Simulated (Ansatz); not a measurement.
A nudged elastic band was laid between two geometries of AlCl2H3OS (8 atoms, charge 0, multiplicity 1).

The calculation used Ansatz, RKS PBE-D4/6-31G*.

| Item | Value |
| --- | --- |
| movable images | 7 |
| climbing image | yes |
| spring | 5.0 eV/Å² |
| optimiser | quadratic models (default) |
| start path | through a guess of the saddle point |
| force threshold | 0.05 eV/Å |
| iteration limit | 60 |
| end points | relaxed |

First end point:

```xyz
8
Properties=species:S:1:pos:R:3
Al -0.007 0.145 0.247
O -0.104 -0.355 1.906
H -0.401 -1.264 2.094
Cl 1.654 -0.485 -0.934
Cl -1.809 0.538 -0.824
S 0.705 2.444 0.839
H 1.682 2.033 1.692
H -0.206 2.576 1.841
```

Last end point:

```xyz
8
Properties=species:S:1:pos:R:3
Al 0.219 0.624 0.130
O -0.181 -0.140 1.938
H -1.101 -0.491 1.960
Cl 1.838 -0.539 -0.595
Cl -1.719 0.287 -0.710
S 0.630 2.711 0.787
H 1.980 2.539 0.808
H -0.151 0.640 2.543
```

What changes between the two ends?

Bonds broken: S6–H8. Bonds formed: O2–H8.

What energy profile does the band end with?

The forces met the threshold. The highest image is number 4 of 0 to 8, 20.6 kJ/mol above the first end and 49.1 kJ/mol above the last; the last end lies 28.5 kJ/mol below the first. A vibrational analysis at the climbing image gives one clearly imaginary mode, 659i cm⁻¹: a first-order saddle point. The orbitals stay closed-shell, which can raise the energy where a bond breaks towards radicals; this wasn't checked here.

```tsv
image	path coordinate (Å)	energy (kJ/mol)	S6–H8 (Å)	O2–H8 (Å)
0	0.00	0.0	1.36	2.93
1	0.55	0.6	1.36	2.70
2	1.09	2.1	1.36	2.38
3	1.64	8.9	1.39	1.95
4	2.18	20.6	1.56	1.42
5	2.53	-3.3	1.92	1.09
6	2.88	-21.7	2.31	1.01
7	3.23	-27.1	2.60	0.99
8	3.58	-28.5	2.83	0.99
```

What is the geometry of the highest image?


```xyz
8
Properties=species:S:1:pos:R:3:forces:R:3
Al 0.070 0.348 0.109 0.00 -0.01 0.00
O -0.021 -0.173 1.858 0.01 -0.01 0.01
H -0.852 -0.568 2.194 0.00 0.00 -0.02
Cl 1.796 -0.319 -0.915 0.00 0.00 0.00
Cl -1.816 0.321 -0.859 0.00 0.00 0.00
S 0.440 2.481 1.156 0.00 0.01 0.00
H 1.784 2.310 1.287 0.00 -0.01 0.00
H 0.115 1.231 2.029 0.00 0.01 0.00
```

What are the harmonic wavenumbers there?

659i, 92, 124, 158, 176, 298, 318, 419, 447, 536, 558, 606, 716, 781, 1218, 1424, 2619, 3673 cm⁻¹.

Time of the run: 3.1 min on 2 threads of Arm Neoverse V2, with other jobs on the host, peak memory 0.14 GiB.
